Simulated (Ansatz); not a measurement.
Cost and result for the atomization energy of CH₂F₂GaN (`N=[CH][Ga]([F])[F]`) (7 atoms, 6 bonds).

Cartesian coordinates in Å:
```
N -1.2467 -1.1836 0.4163
C -0.8014 -0.3630 -0.4335
Ga 0.8303 0.7033 -0.1273
F 1.6403 0.4516 1.4027
F 1.6098 1.8755 -1.1515
H -0.6776 -1.2316 1.2630
H -1.3547 -0.2522 -1.3698
```

Charge 0, multiplicity 1. Correlated methods include outer-core shells of Ga, which these sets cover unevenly. Scalar relativity is left out up to krypton. All single points use the PBE0-D4/def2-TZVP geometry. It is one conformer, not always the lowest. Program: Ansatz. All runs use 4 threads of an Arm Neoverse V1 on a shared host. Times are those of one run each, without the atoms' runs, and a repeat can differ threefold. Electronic energies, without spin–orbit coupling; frozen cores. CCSD(T)/CBS adds CCSD(T) − MP2 in def2-TZVPP to the MP2 limit, and its time is that of the two runs behind it. T1 = 0.015; the RHF reference is unstable towards UHF. With those shells the extrapolation isn't a true limit. B3LYP takes the VWN-RPA correlation (the form of Gaussian; ORCA's B3LYP/G). HSE06 is the plane-wave form, built on full-range PBE exchange.

CCSD(T)/CBS is a level of theory with its own doubt, some kJ/mol a heavy atom from the limit and from the frozen cores, so smaller differences don't rank the functionals.

| level | functions | wall time | atomization (kJ/mol) | difference from CCSD(T)/CBS | per bond |
| --- | --- | --- | --- | --- | --- |
| LDA (SPW92)/def2-TZVPP | 200 | 0.85 s | 3051.1 | 459.0 | 76.5 |
| revPBE-D4/def2-TZVPP | 200 | 1.4 s | 2589.5 | -2.6 | -0.4 |
| PBE0-D4/def2-TZVPP | 200 | 2.1 s | 2576.1 | -16.0 | -2.7 |
| HSE06-D4/def2-TZVPP | 200 | 2.3 s | 2578.8 | -13.3 | -2.2 |
| CAM-B3LYP-D4/def2-TZVPP | 200 | 2.4 s | 2595.5 | 3.4 | 0.6 |
| B3LYP-D4/def2-TZVPP (with forces) | 200 | 3 s | 2572.1 | -20.0 | -3.3 |
| r2SCANh-D4/def2-TZVPP | 200 | 3.7 s | 2555.1 | -37.0 | -6.2 |
| CCSD(T)/def2-SVP | 98 | 4.8 s | 2429.7 | -162.4 | -27.1 |
| ωB97X-V/def2-TZVPP | 200 | 5.5 s | 2597.7 | 5.6 | 0.9 |
| B97M-V/def2-TZVPP | 200 | 6.5 s | 2581.8 | -10.3 | -1.7 |
| MP2/def2-QZVPP | 377 | 15 s | 2668.4 | 76.3 | 12.7 |
| CCSD(T)/def2-TZVPP | 200 | 92 s | 2522.0 | -70.1 | -11.7 |
| CCSD(T)/CBS(def2) | – | 110 s | 2592.1 | 0.0 | 0.0 |

At CCSD(T), def2-SVP lies −162.5 kJ/mol from the extrapolated value and def2-TZVPP −70.1 kJ/mol: correlation converges slowly with the basis, and small sets miss more of it in the bonded molecule than in its fragments. From r2SCAN to r2SCAN0 (25 % exact exchange), in def2-TZVPP and without D4, the atomization energy moves by −90.9 kJ/mol: exact exchange takes away binding that semilocal exchange gives to molecules. The D4 term adds +20.3 kJ/mol with B3LYP and +10.5 kJ/mol with PBE0; it sums over pairs of atoms, weighted by their polarisabilities, and B3LYP, whose exchange is more repulsive, gets the larger term.
